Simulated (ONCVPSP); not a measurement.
## Before and after: ONCV potential for germanium

| Item | Value |
| --- | --- |
| Element | Ge |
| Generator | ONCVPSP 4.0.1 |
| Type | optimised norm-conserving Vanderbilt (ONCV) |
| Functional | LDA (Perdew-Zunger) |
| Relativity | scalar-relativistic |
| Frozen core | [Ar] |
| Valence charge | 14 |
| Reference configuration | 3d10 4s2 (charge +2) |
| Partial waves | 4s: rc 1.70 bohr, ncon 5, nbas 8, qcut 3.6 1/bohr, 2 projectors, debl 1.9 Ha; p scattering state at 0.03 Ha: rc 1.55 bohr, ncon 4, nbas 9, qcut 4.5 1/bohr, 2 projectors, debl 2.4 Ha; 3d: rc 0.85 bohr, ncon 3, nbas 8, qcut 14.4 1/bohr, 2 projectors, debl 1.4 Ha |
| Local potential | polynomial inside 0.55 bohr (lpopt 1, dvloc0 -1 Ha) |
| Core correction | none |

In the p channel the program set the typed energies aside and used 0.050, 2.450 Ha. In the d channel the program set the typed energies aside and used -1.821, 0.250 Ha.

All-electron outer shells of the reference configuration (LDA (Perdew-Zunger), scalar-relativistic, ld1.x):

| shell | level (eV) | outermost node (bohr) | outermost maximum (bohr) |
| --- | --- | --- | --- |
| 3p | -135.45 | 0.23 | 0.54 |
| 3d | -49.54 | – | 0.50 |
| 4s | -29.63 | 0.77 | 1.66 |

Change: local potential polynomial inside 0.55 bohr (lpopt 1, dvloc0 -2 Ha).

Cutoffs: the cutoffs (Ha) at which the residual kinetic energy of the hardest occupied pseudo-wave falls to 1 and 0.1 mHa per electron; they do not see the model core or the augmentation charge, which bear on the density cutoff. Errors are all-electron minus pseudo energies relative to the spin-unpolarised reference configuration.

**Question.** What does the change do?

**Answer.** The potential gets neither clearly harder nor softer (102 Ha and 356 Ha → 102 Ha and 356 Ha); both files keep a bound ghost (s); the lowest positive-energy flag moves from p at 9.4 eV to p at 5.5 eV; the errors of the 3 common tests hardly move; the range in which the p phases agree widens (upper end 0.3 → at the end of the scan).

```csv
quantity,base,changed
"cutoff, loose",102 Ha,102 Ha
"cutoff, tight",356 Ha,356 Ha
bound ghosts,s,s
GHOST(+) flags under 300 eV,p at 9.4 eV,p at 5.5 eV
tests with a reliable result,3 of 4,3 of 4
"error for 3d10 4s2 4p2, meV [ΔE -23.35 eV]",+86,+92
"error for 3d10 4s2 4p1, meV [ΔE -15.72 eV]",+50,+53
"error for 3d9 4s2 4p2, meV [ΔE 15.59 eV]",-227,-196
s: phases at 1.72 bohr within 0.05 rad from the reference energy up to (Ha; the scan ends near 5),3.7,3.7
p: phases at 1.58 bohr within 0.05 rad from the reference energy up to (Ha; the scan ends near 5),0.3,to the end of the scan
d: phases at 0.86 bohr within 0.05 rad from the reference energy up to (Ha; the scan ends near 5),to the end of the scan,to the end of the scan
```

 A true bound ghost makes a file unfit for plane-wave use even where its test errors are small: the radial tests pick states by their node count and pass the ghost by.
